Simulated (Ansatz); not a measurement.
Reaction (formal exchange of groups at the Al–S bond): `C[O][Al]([SH])[SH]` + `CCC` → `C[CH2][Al]([SH])[O]C` + CH₃SH

Calculated with Ansatz (gas phase, PBE0-D4/def2-TZVP geometries, no zero-point term in ΔE). CCSD(T)/CBS adds triple-zeta CCSD(T) − MP2 to the extrapolated MP2 energy (def2 sets, frozen cores). This one scheme is used for every species. Functionals use def2-TZVPP. One conformer a species, not always the lowest.

```json
{"level": "PBE-D4", "ΔE (eV)": "1.32"}
{"level": "MP2/def2-TZVPP", "ΔE (eV)": "1.44"}
{"level": "SCS-MP2/def2-TZVPP", "ΔE (eV)": "1.42"}
{"level": "MP2/CBS(def2)", "ΔE (eV)": "1.43"}
```

Q: What does CCSD(T)/CBS give? (Estimate.)

A: The calculation gave: +1.41 eV. The listed levels differ from it by -0.09, 0.03, 0.01, 0.02 eV.

Largest T1 diagnostic among the species: 0.012.

In def2-TZVPP, CCSD(T) changes the Hartree–Fock value by −0.09 eV (the triples alone add −0.01 eV) and MP2 by −0.07 eV. From PBE to PBE0 (25 % exact exchange), in def2-TZVPP and without D4, ΔE moves by +0.06 eV.
